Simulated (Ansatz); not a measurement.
```yaml
crystal:
  periodic: [false, false, false]
  atoms:
    - {symbol: N, position_ang: [-0.496686, 1.214760, 0.200467]}
    - {symbol: Sn, position_ang: [0.342581, 0.088238, 0.052731]}
    - {symbol: N, position_ang: [0.121302, -0.806411, 0.999372]}
    - {symbol: N, position_ang: [-0.097511, -0.480055, -1.125982]}
    - {symbol: H, position_ang: [-0.953215, 1.006779, -0.097690]}
    - {symbol: H, position_ang: [-0.195144, 1.837161, 0.084232]}
    - {symbol: H, position_ang: [1.477235, 0.397732, 0.141982]}
    - {symbol: H, position_ang: [0.333911, -0.656545, 1.658155]}
    - {symbol: H, position_ang: [-0.455572, -0.995367, 0.878388]}
    - {symbol: H, position_ang: [-0.007001, -0.162745, -1.722560]}
    - {symbol: H, position_ang: [0.163249, -1.029154, -1.218273]}
basis:
  gaussian: {orbitals: def2-mTZVPP}
hamiltonian: {xc: {name: BHLYP}, dispersion: d3bjatm}
scf: {lower_state_search: full}
```

```sh
$ ansatz run in.yaml --threads 4 --pin off --events-out ev --progress --plain --max-ram 10444MiB
```

Output, abridged:

```
Functional definition: BHLYP
1414 factors; their error is unknown
mean field evaluation 1: about -10290.7744 eV, gradient 1.3e2 eV
mean field evaluation 2: about -10290.8481 eV, gradient 1.2e2 eV
mean field evaluation 4: about -10316.4089 eV, gradient 5.3e0 eV
mean field evaluation 8: about -10316.4355 eV, gradient 4.1e-2 eV
mean field evaluation 16: about -10316.6304 eV, gradient 4.3e-5 eV
mean field -10316.63035257 eV, -379.1291725939 hartree, gradient 4.3e-5 eV, S^2 0.000000; 0 other end points of the search recorded, 0 dependent functions left out
reference -10316.63052961 eV, -379.1291790997 hartree; 25, 25 occupied and 118, 118 virtual orbitals, 1414 factors
Total energy: -10317.03126504 eV, -379.1439058553 hartree
```

Task: Something in this input is off. What?

Result: The geometry is squeezed to about two thirds of its size. The calculation finished and met its thresholds. The result belongs to that input, not to the molecule as meant.
